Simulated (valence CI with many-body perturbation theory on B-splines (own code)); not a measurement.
## Pt70+: one-electron terms

Computed by configuration interaction combined with many-body perturbation theory (CI+MBPT): six valence electrons over a frozen Dirac-Fock core [He], radial functions for each j: 9 s, 9 p, 8 d, 6 f, 3 g, 1 h, with the one-electron correlation potential Σ1 (screened to all orders), the two-electron term Σ2, the three-electron term Σ3, Breit, model QED; selected single and double excitations, second order for the rest, scaled by the run's own slope (own B-spline code, finite nucleus).

The last digits are not significant, and no measured levels were compared; by estimate large intervals hold to a few tenths of a per cent, small ones and those within an open d or f shell to about a per cent. Among the levels kept, up to 1900 cm⁻¹ of a level comes from second order outside the variational space, and about a tenth of that is noise between levels of different J, which matters for small intervals.

These are the spectroscopic orbitals of the CI (the correlating ones are not listed), shaped by the core and the other valence electrons. h is the expectation value of the core's Dirac-Fock operator, without the valence repulsion; Σ1 is computed up to l = 3 at one energy for each symmetry, that of its lowest orbital but kept below the first core excitation, so for empty shells it is not the orbital's own correlation shift; Breit and QED include the response of the core, and the two lowest orbitals of each symmetry also the frequency dependence of Breit exchange, which makes a step in that column.

```
Orbital  h (hartree)  Σ1 (cm⁻¹)  Breit (cm⁻¹)  QED (cm⁻¹)  ⟨r⟩ (bohr)
  2s1/2      -817.28      -1629        148538      187350     0.06996
  3s1/2      -352.97       -410         40098       52854      0.1659
  4s1/2       -194.6       -161         15655       21407      0.3046
  5s1/2      -122.85      -79.4          7763       10693      0.4853
  2p1/2      -809.29      -4643        299671       12067     0.05749
  3p1/2      -350.68      -1063         77687        2411      0.1545
  4p1/2      -193.65       -409         30165         914      0.2942
  5p1/2      -122.38       -200         14898         446      0.4759
  2p3/2      -738.07      -2559         91861       27858     0.06537
  3p3/2      -329.52       -596         25600        7292      0.1658
  4p3/2      -184.81       -231         12920        2936      0.3092
  5p3/2      -117.89       -114          6498        1471      0.4946
  3d3/2      -328.57       -261          2608        -248      0.1403
  4d3/2      -184.41       -114          1437        13.2      0.2846
  5d3/2      -117.69      -59.3           692        30.4      0.4709
  3d5/2      -322.82       -214           836        2141      0.1439
  4d5/2      -181.97      -92.6           462        1006      0.2891
  5d5/2      -116.44      -48.0           214         536      0.4763
  4f5/2      -181.78      -19.4          13.9        -264      0.2489
  5f5/2      -116.35      -11.1          11.5        -128      0.4367
  4f7/2      -180.62      -17.9           4.2         245      0.2512
  5f7/2      -115.75      -10.2           3.5         134      0.4394
  5g7/2      -115.72                      0.1       -85.7      0.3836
  5g9/2      -115.37                      0.0        68.6      0.3854
```

Among the shells of the start configuration 2s2 2p4, Σ1 is largest in size for 2p1/2, where it is 0.0026 % of h.

Lowest root of each symmetry, sizes in configuration state functions:

```tsv
J	Parity	Roots	Reference	Variational	Second order	Change by selected CI (cm⁻¹)	Change by second order (cm⁻¹)
0	even	8	30	56637	76329	-58505	-1
1	even	11	67	59988	283196	-52351	-351
2	even	12	76	59983	468132	-56529	-402
3	even	6	53	59969	397044	-49824	-779
4	even	2	28	55611	261867	-55641	-247
5	even	1	12	42926	152360	-49819	-44
0	odd	5	24	39515	68883	-57440	-2
1	odd	10	61	59998	321093	-66584	-218
2	odd	9	66	59992	385638	-60028	-612
3	odd	5	49	59997	412567	-52807	-567
4	odd	2	28	58715	266889	-51013	-66
5	odd	1	12	44427	64656	-57235	-23
```
